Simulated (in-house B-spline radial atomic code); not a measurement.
A calculation on Ge3+: its settings, and results tabulated from the run. Computed with an all-electron radial atomic-structure program (B-spline basis): scalar-relativistic (X2C) TPSSh, spin-polarised, spherical fractional occupations, Fermi nucleus of rms radius 4.0742 fm.

In the input, 3d5,1 would mean five up and one down electron.

Command:
```bash
python run_scf.py task.json out
```
Settings (nuclear radius in fm, mass in u):
```
Z                32
configuration    1s2 2s2 2p6 3s2 3p6 3d10 4s0,1
hamiltonian      x2c
method           tpssh
spin_polarised   True
nucleus          fermi
rms_radius       4.0742
atomic_mass      73.92118
speed_of_light   137.035999084
```

Output (hartree, bohr):
```
 radial grid: 70 intervals, B-splines of order 8, outer radius 28.1081 bohr

 iter        energy (Eh)    residual
    1       -2096.627198    5.04e-02
    2       -2096.629802    1.06e-03
    3       -2096.629810    5.08e-04
    4       -2096.629811    2.22e-04
    5       -2096.629811    2.01e-05
    6       -2096.629811    8.38e-06
    7       -2096.629811    6.37e-06
    8       -2096.629811    2.24e-07

 total energy                     -2096.62981
 kinetic                            2140.8056
 electron-nucleus                  -5023.6713
 Hartree                             865.5253
 exact exchange                       -7.7744
 exchange-correlation                -71.5151

 orbital      occ     eigenvalue          <r>       <r^2>       <1/r>       r_max
 1s up      1.000      -405.1000    0.0465916  0.00293343     33.0374     0.03028
 1s down    1.000      -405.1038    0.0465913  0.00293339     33.0376     0.03028
 2s up      1.000       -52.0453      0.20946   0.0518179     7.22211      0.1757
 2s down    1.000       -52.0474     0.209453   0.0518146     7.22253      0.1757
 2p up      3.000       -45.5720     0.183544   0.0412893     6.97827       0.141
 2p down    3.000       -45.5736      0.18354   0.0412878     6.97843       0.141
 3s up      1.000        -7.6090     0.623389    0.448003     2.29944      0.5421
 3s down    1.000        -7.6156     0.623638    0.448556     2.29928       0.542
 3p up      3.000        -5.6179     0.645879    0.490357      2.1317      0.5432
 3p down    3.000        -5.6238     0.646928    0.492407      2.1295      0.5432
 3d up      5.000        -2.3675     0.720699    0.656252     1.79855      0.5041
 3d down    5.000        -2.3779     0.726786    0.669674     1.78929      0.5045
 4s down    1.000        -1.5231      1.84699     3.85648    0.711345       1.626
```

Run time, properties included: 0.33 s on 1 thread of Arm Neoverse V1 (shared host).

One-electron X2C: radii and densities carry no picture-change correction, so inner-shell <1/r> comes out high (for 1s by about 2 % at Z = 33, 5 % at 54, 10 % at 75, 30 % at 118) and <r> low.
